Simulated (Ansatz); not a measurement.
Reaction (formal exchange of groups at the Si–B bond): `FCOB[SiH2]S` + GeH₄ → `S[SiH2][GeH3]` + `BOCF`

Calculated with Ansatz (gas phase, PBE0-D4/def2-TZVP geometries, no zero-point term in ΔE). CBS: MP2 limit from def2 TZ/QZ plus the TZ coupled-cluster correction, frozen cores. DFT in def2-TZVPP. B3LYP here is the variant with VWN-RPA as its local correlation; programs differ in this. For Ge outer-core shells are correlated without core-valence functions, which leaves a few kJ/mol of doubt a bond. Scalar relativity is left out up to krypton. One conformer a species, not always the lowest.

```tsv
level	ΔE (kJ/mol)	difference from CCSD(T)/CBS
PBE-D4	-36.3	3.6
B2PLYP	-38.4	1.5
r2SCAN	-38.0	1.9
B3LYP	-37.3	2.6
HF/def2-TZVPP	-37.7	2.2
MP2/def2-TZVPP	-41.4	-1.5
CCSD(T)/def2-TZVPP	-36.9	3.0
MP2/def2-QZVPP	-43.0	-3.1
HF/CBS(def2)	-37.3	2.6
MP2/CBS(def2)	-44.4	-4.5
CCSD(T)/CBS	-39.9	0
```

Largest T1 diagnostic among the species: 0.013.
